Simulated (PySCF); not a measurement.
C3H6FNSi, SMILES F[Si@H]1C=CCN1.

Coordinates come from a PBE0-D3(BJ)/def2-SVP optimisation. The structure was generated by enumeration; whether it is a known compound was not checked. The values are those of a single conformer.

These are PBE/def2-TZVP (PySCF) values and carry that method's errors.

Isolated molecule, no solvent.

Problem. Estimate the frontier levels, gap, dipole moment and polarisability. (An estimate is asked for; the answer gives what the named calculation found.)

Solution. 
- highest occupied level = -5.84 eV
- lowest empty level = -1.38 eV
- orbital gap = 4.46 eV
- dipole moment = 2.58 D
- quadrupole, principal values (traceless, Buckingham form, about the centre of nuclear charge) = -7.90, 0.63, 7.26 D·Å
- mean static polarisability = 64.6 bohr³ (9.57 Å³)
- polarisability, principal values = 49.0, 64.2, 80.6 bohr³
